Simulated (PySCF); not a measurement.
Species: C6H8O.
Structure used (PBE0-D3(BJ)/def2-SVP), in Å, numbered top down from 1:
```xyz
15
C6H8O angstrom
C     -3.2743   -0.1705   -0.4379
C     -2.0531   -0.6314   -0.1260
C     -0.8350    0.1067   -0.3785
C      0.4035   -0.3289   -0.0765
C      1.5972    0.5018   -0.3745
C      2.9316   -0.0897    0.0036
O      1.5034    1.5947   -0.8930
H     -4.1764   -0.7520   -0.2338
H     -3.4047    0.8087   -0.9089
H     -1.9502   -1.6159    0.3453
H     -0.9127    1.0945   -0.8500
H      0.5520   -1.3064    0.3949
H      3.0818   -1.0514   -0.5133
H      3.7371    0.6053   -0.2623
H      2.9620   -0.3006    1.0849
```

Computed, not measured: core-valence-separated Tamm–Dancoff BHandHLYP/aug-pcX-1 (pcseg-1 on H) in PySCF, non-relativistic, gas phase, PBE0-D3(BJ)/def2-SVP geometry. No empirical shift is added; at this level the pattern usually sits a few eV under experiment.

Q: Give energies, oscillator strengths and core holes at the O K edge.

A: 
| E (eV) | f | core hole on | main final orbital | polarisation |
| --- | --- | --- | --- | --- |
| 528.19 | 0.0446 | O7 | LUMO (62 %) | normal to the local trigonal plane |
| 533.35 | 0.0045 | O7 | LUMO (36 %) | normal to the local trigonal plane |
| 533.47 | 0.0002 | O7 | LUMO+1 (34 %) | – |
| 533.98 | 0.0019 | O7 | LUMO+1 (55 %) | in the local trigonal plane |
| 534.35 | 0.0020 | O7 | LUMO+2 (54 %) | in the local trigonal plane |
| 534.57 | 0.0020 | O7 | LUMO+10 (47 %) | normal to the local trigonal plane |
| 534.68 | 0.0002 | O7 | LUMO+3 (47 %) | – |

The first line with a tenth or more of the strongest one's intensity is at 528.19 eV (f = 0.045), with the hole on O7 (ketone oxygen), polarised normal to the local trigonal plane: a 1s→π* resonance. It is also the strongest listed.

Q: Give energies, oscillator strengths and core holes at the C K edge.

A: 
| E (eV) | f | core hole on | main final orbital | polarisation |
| --- | --- | --- | --- | --- |
| 281.98 | 0.0238 | C1 | LUMO (69 %) | normal to the local trigonal plane |
| 281.99 | 0.0922 | C3 | LUMO (79 %) | normal to the local trigonal plane |
| 282.12 | 0.0378 | C4 | LUMO (85 %) | normal to the local trigonal plane |
| 282.63 | 0.0500 | C2 | LUMO (59 %) | normal to the local trigonal plane |
| 283.34 | 0.0728 | C5 | LUMO (56 %) | normal to the local trigonal plane |
| 284.20 | 0.0003 | C6 | LUMO (87 %) | – |
| 285.42 | 0.0190 | C2 | LUMO+4 (42 %) | normal to the local trigonal plane |
| 285.53 | 0.0103 | C6 | LUMO+1 (69 %) | – |
| 285.95 | 0.0188 | C4 | LUMO+1 (57 %) | in the local trigonal plane |
| 285.98 | 0.0177 | C4 | LUMO+10 (34 %) | normal to the local trigonal plane |
| 286.01 | 0.0300 | C6 | LUMO+6 (44 %) | – |
| 286.09 | 0.0107 | C1 | LUMO+2 (78 %) | in the local trigonal plane |
| 286.19 | 0.0180 | C2 | LUMO+2 (42 %) | in the local trigonal plane |
| 286.44 | 0.0089 | C3 | LUMO+4 (60 %) | normal to the local trigonal plane |
| 286.51 | 0.0269 | C1 | LUMO+3 (38 %) | in the local trigonal plane |
| 286.53 | 0.0304 | C6 | LUMO+7 (31 %) | – |
| 286.78 | 0.0013 | C1 | LUMO+4 (61 %) | normal to the local trigonal plane |
| 287.01 | 0.0173 | C3 | LUMO+3 (33 %) | in the local trigonal plane |
| 287.21 | 0.0047 | C6 | LUMO+8 (35 %) | – |
| 287.23 | 0.0048 | C4 | LUMO+3/LUMO+6 (2 roots, f summed) | in the local trigonal plane |
| 287.27 | 0.0012 | C2 | LUMO+2 (44 %) | in the local trigonal plane |
| 287.31 | 0.0003 | C3 | LUMO+1 (44 %) | – |
| 287.38 | 0.0003 | C4 | LUMO+2 (66 %) | – |
| 287.40 | 0.0068 | C6 | spread (2 roots, f summed) | – |
| 287.58 | 0.0042 | C1 | LUMO+5 (33 %) | in the local trigonal plane |

The first line with a tenth or more of the strongest one's intensity is at 281.98 eV (f = 0.024), with the hole on C1 (terminal =CH2 carbon), polarised normal to the local trigonal plane: a 1s→π* resonance. The strongest listed is at 281.99 eV (f = 0.092; C3, 1s→π*).

Roots within 0.03 eV whose holes lie on the same, on equivalent or on shared atoms are summed into one line, and the highest roots are left out, as the search may have cut off their partners. Final orbitals are the ground state's empty Kohn–Sham orbitals. A dash: too weak, shared between unlike atoms, or no plane or axis to refer to.

Q: What length of transition dipole belongs to the line at 528.19 eV?

A: From f = (2/3) ΔE |μ|² in atomic units, with ΔE = 19.411 Eh and f = 0.0446: |μ| = 0.059 au = 0.15 D.

Only the lowest roots of each edge were sought.

Rough CPU time on one thread of a shared machine: about 70 s.

One conformer stands for the species.
